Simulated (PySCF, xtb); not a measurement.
## Ranking isomers of CH5BSe

4 gas-phase structures of CH5BSe, found in a search over its isomers (lower ones may exist). Each was relaxed with GFN2-xTB; where two conformers were screened, the lower at r2SCAN-D4/def2-SVP is listed:

A. a singlet given by its coordinates
B. `CB[SeH]`, a singlet
C. `BC[SeH]`, a singlet
D. `[BH3-][Se+]=C`, a singlet

A (Å):

```yaml
atoms:
  - { symbol: C, position_ang: [2.6403, -0.9123, -1.3813] }
  - { symbol: B, position_ang: [1.6520, -0.6063, -0.2158] }
  - { symbol: Se, position_ang: [3.1759, -2.2386, -0.0069] }
  - { symbol: H, position_ang: [1.9130, 0.2250, 0.5690] }
  - { symbol: H, position_ang: [0.5909, -1.1054, -0.2253] }
  - { symbol: H, position_ang: [2.3085, -1.4664, -2.2550] }
  - { symbol: H, position_ang: [3.4947, -0.2873, -1.6205] }
  - { symbol: H, position_ang: [4.1639, -1.3955, 0.6486] }
```

Close contacts (Å): C1–B2 1.56, C1–Se3 1.98, B2–Se3 2.24, C1–H6 1.09, C1–H7 1.09, B2–H4 1.17, B2–H5 1.17, Se3–H8 1.45.

Q: Estimate their order in r2SCAN-D4/def2-SVP energy at these geometries, lowest first.

A: Calculated order at r2SCAN-D4/def2-SVP: B (0.000), A (1.171), C (1.666), D (2.392) eV.

Energies above the lowest of each column, in eV; the last columns are at PBE0-D4/def2-SVP geometries and were run for some of them only (a dash: not run or not comparable):

```json
{"structure": "B", "GFN2-xTB": "0.000", "HF/STO-3G": "0.000", "r2SCAN-D4/def2-SVP": "0.000", "PBE0-D4/def2-SVP": "0.000", "CCSD(T)/def2-SVP + ΔMP2/def2-TZVPP": "0.000"}
{"structure": "A", "GFN2-xTB": "0.866", "HF/STO-3G": "1.185", "r2SCAN-D4/def2-SVP": "1.171", "PBE0-D4/def2-SVP": "1.158", "CCSD(T)/def2-SVP + ΔMP2/def2-TZVPP": "1.062"}
{"structure": "C", "GFN2-xTB": "1.040", "HF/STO-3G": "1.494", "r2SCAN-D4/def2-SVP": "1.666", "PBE0-D4/def2-SVP": "–", "CCSD(T)/def2-SVP + ΔMP2/def2-TZVPP": "–"}
{"structure": "D", "GFN2-xTB": "1.646", "HF/STO-3G": "3.214", "r2SCAN-D4/def2-SVP": "2.392", "PBE0-D4/def2-SVP": "–", "CCSD(T)/def2-SVP + ΔMP2/def2-TZVPP": "–"}
```

Every level run on B puts it lowest or level with the lowest. Some further structures that were screened fall inside this span and aren't listed. Flexible structures stand in one conformer each, not always the lowest. Frequencies (GFN2-xTB) were run for A, B alone. The ΔMP2 step shifts differences by up to 0.159 eV, which makes them less sure. ΔMP2 is the change of the MP2 energy from the smaller to the larger basis.

Over these structures GFN2-xTB departs from r2SCAN-D4/def2-SVP by 0.267 eV on average once a common shift is removed. A GFN2-xTB relaxation took about 0.056 s and the r2SCAN-D4/def2-SVP energy about 7.2 s on a shared host (PySCF 2.14.0, xtb 6.7.1).
